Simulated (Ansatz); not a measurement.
Cartesian coordinates in Å:
```
C -1.285 -0.685 -0.865
C -0.266 0.006 0.000
Si 1.521 -0.309 -0.334
C -0.645 0.826 0.985
O 0.089 1.523 1.849
F -1.920 1.070 1.247
H -1.154 -0.422 -1.919
H -1.193 -1.773 -0.794
H -2.303 -0.418 -0.581
H 1.865 -1.747 -0.174
H 2.363 0.470 0.630
H 1.905 0.106 -1.709
H 1.023 1.355 1.667
```

Charge 0, multiplicity 1.

**Question.** List the B3LYP/def2-TZVPP orbital energies in eV (Ansatz). (Estimate.)

**Answer.** The calculation gave: Occupied: -1799.12, -672.44, -522.04, -280.92, -276.95, -276.72, -143.67, -99.01, -98.97, -98.97, -34.34, -29.80, -21.73, -19.01, -17.62, -15.71, -14.82, -13.81, -13.09, -12.23, -11.51, -11.37, -10.80, -10.66, -9.84, -9.73, -9.22, -6.58. Lowest empty: 0.05, 0.10, 0.78, 1.01, 1.52, 1.57, 2.28, 2.92.

B3LYP here is the variant with VWN-RPA as its local correlation; programs differ in this.
